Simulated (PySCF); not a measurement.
## Gallium: a sound run and one with changed settings

Sound run: Ga⁺ [Ar] 3d10 4s2, Ga²⁺ [Ar] 3d10 4s1. Calculation: PySCF 2.14, in pcseg-2 (6s5p3d1f, 43 functions); no relativity, point nucleus. In the sound run the correlated levels freeze [Ar] 3d10. The sound run starts from symmetry-adapted Hartree-Fock orbitals and uses a fine grid where one is needed.

Changed run: all electrons correlated in a basis built for the valence shell.

```csv
species,method,sound run (hartree),changed run (hartree),converged
Ga⁺,MP2,-1923.05337,-1923.17273,yes
Ga²⁺,MP2,n/a,-1922.45085,yes
```

Ionisation energy of Ga⁺:

```csv
method,sound run (eV),changed run (eV)
UHF,18.463,18.463
MP2,19.174,19.643
SCS-MP2,19.316,19.716
```

A valence basis has no tight correlating functions, so it recovers only part of the core correlation, and not evenly between atom and ion.

For comparison, NIST gives 20.515 eV between the lowest levels.
